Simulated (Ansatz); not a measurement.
Consider the hydrogenolysis of the Si–N bond: `N[SiH2][SiH](N)Cl` + H₂ → `N[SiH2][SiH2]Cl` + NH₃.

Calculated with Ansatz (gas phase, PBE0-D4/def2-TZVP geometries, no zero-point term in ΔE). CCSD(T)/CBS adds triple-zeta CCSD(T) − MP2 to the extrapolated MP2 energy (def2 sets, frozen cores). This one scheme is used for every species. DFT in def2-TZVPP. Each species was taken in one conformer, which may not be the lowest.

```tsv
level	ΔE (kJ/mol)
LDA (SPW92)	45.7
CAM-B3LYP-D4	42.9
revPBE	30.8
MP2/def2-QZVPP	48.9
```

(1) What does CCSD(T)/CBS give? (An estimate is asked.)

Largest T1 diagnostic among the species: 0.011.

## Answers

(1) Ansatz gave: +42.0 kJ/mol. The listed levels differ from it by 3.7, 0.9, -11.2, 6.9 kJ/mol.

At CCSD(T), def2-SVP lies −10.5 kJ/mol from the extrapolated value and def2-TZVPP −2.2 kJ/mol. Leaving LDA and LC-ωPBE aside and taking each functional with its dispersion term where it has one, the values, not all of them listed here, spread over 8.5 kJ/mol, from B97M-V to BLYP-D4. LDA lies +10.2 kJ/mol from PBE without D4.
